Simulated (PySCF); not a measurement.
First SCF of a structure search on doublet Ta3, at a hand-made equilateral triangle geometry. PySCF input:

```python
from pyscf import gto, scf, dft
mol = gto.M(atom='''
Ta     0.842930    -1.460000     0.000000
Ta    -1.685860     0.000000     0.000000
Ta     0.842930     1.460000     0.000000''',
    basis={'Ta': 'def2-TZVP'},
    ecp={'Ta': 'def2-TZVP'},
    charge=0, spin=1)
mf = dft.UKS(mol, xc='PBE0')
mf.grids.atom_grid = (50, 194)
aux = {'Ta': 'def2-universal-JKFIT'}
mf = mf.density_fit(auxbasis=aux)
mf.conv_tol = 1e-08
mf.diis_space = 10
mf.max_cycle = 60
mf.init_guess = 'minao'
mf.verbose = 4
mf.kernel()
```

Excerpt of the output (cycles alone):

```
init E= -115.431706144121
cycle= 1 E= -169.806476900609  delta_E= -54.4  |g|= 1.15  |ddm|= 5.85
cycle= 2 E= -164.293528086584  delta_E= 5.51  |g|= 2.57  |ddm|= 11.9
cycle= 3 E= -170.489489292371  delta_E= -6.2  |g|= 0.373  |ddm|= 11.8
cycle= 4 E= -164.205733436385  delta_E= 6.28  |g|= 3.08  |ddm|= 2.29
cycle= 5 E= -170.579945187609  delta_E= -6.37  |g|= 0.177  |ddm|= 1.96
cycle= 6 E= -170.595880463352  delta_E= -0.0159  |g|= 0.0744  |ddm|= 0.223
cycle= 7 E= -170.597916909216  delta_E= -0.00204  |g|= 0.0407  |ddm|= 0.0619
cycle= 8 E= -170.599194738919  delta_E= -0.00128  |g|= 0.0149  |ddm|= 0.0886
cycle= 9 E= -170.599469425627  delta_E= -0.000275  |g|= 0.0128  |ddm|= 0.0252
cycle= 10 E= -170.599472474114  delta_E= -3.05e-06  |g|= 0.0128  |ddm|= 0.000274
cycle= 11 E= -170.598985506297  delta_E= 0.000487  |g|= 0.00941  |ddm|= 0.0586
cycle= 12 E= -170.598745143524  delta_E= 0.00024  |g|= 0.00834  |ddm|= 0.0703
cycle= 13 E= -170.598785153619  delta_E= -4e-05  |g|= 0.00187  |ddm|= 0.00625
cycle= 14 E= -170.598827863064  delta_E= -4.27e-05  |g|= 0.00354  |ddm|= 0.0189
cycle= 15 E= -170.598815654748  delta_E= 1.22e-05  |g|= 0.00319  |ddm|= 0.00432
cycle= 16 E= -170.598746294065  delta_E= 6.94e-05  |g|= 0.00231  |ddm|= 0.0331
cycle= 17 E= -170.598746457573  delta_E= -1.64e-07  |g|= 0.000984  |ddm|= 0.0165
cycle= 18 E= -170.598753165199  delta_E= -6.71e-06  |g|= 0.000721  |ddm|= 0.011
cycle= 19 E= -170.598764457115  delta_E= -1.13e-05  |g|= 0.000674  |ddm|= 0.0158
cycle= 20 E= -170.598775479338  delta_E= -1.1e-05  |g|= 0.000808  |ddm|= 0.0189
cycle= 21 E= -170.598787848349  delta_E= -1.24e-05  |g|= 0.000279  |ddm|= 0.0344
cycle= 22 E= -170.598789688855  delta_E= -1.84e-06  |g|= 0.000232  |ddm|= 0.00944
cycle= 23 E= -170.598790465866  delta_E= -7.77e-07  |g|= 0.000216  |ddm|= 0.00896
cycle= 24 E= -170.598790457169  delta_E= 8.7e-09  |g|= 0.000416  |ddm|= 0.00116
cycle= 25 E= -170.598790643323  delta_E= -1.86e-07  |g|= 0.000115  |ddm|= 0.00159
cycle= 26 E= -170.598790691424  delta_E= -4.81e-08  |g|= 9.69e-05  |ddm|= 0.000928
cycle= 27 E= -170.59879071679  delta_E= -2.54e-08  |g|= 0.000111  |ddm|= 0.000274
cycle= 28 E= -170.598790691998  delta_E= 2.48e-08  |g|= 0.000107  |ddm|= 0.00064
cycle= 29 E= -170.598790672957  delta_E= 1.9e-08  |g|= 7.52e-05  |ddm|= 0.000543
cycle= 30 E= -170.598790680997  delta_E= -8.04e-09  |g|= 7.44e-05  |ddm|= 0.000362
Extra cycle  E= -170.598790690223  delta_E= -9.23e-09  |g|= 0.000345  |ddm|= 0.000523
converged SCF energy = -170.598790690223  <S^2> = 0.77121807  2S+1 = 2.0211067
```

This is not the lowest solution: another start and a stability analysis within the same unrestricted form found one 178.4 kJ/mol lower, at -170.66673 Eh.

With open d or f shells other occupations or spin states may lie lower. With an element this heavy the missing spin–orbit coupling can shift these numbers.

The search for the lowest solution, 2 starts and the stability check together, took 32 s on 4 threads of a shared Intel Xeon Platinum 8259CL @ 2.50GHz (Skylake/Cascade Lake) host, with 120 basis functions; the process peaked at 0.47 GiB.
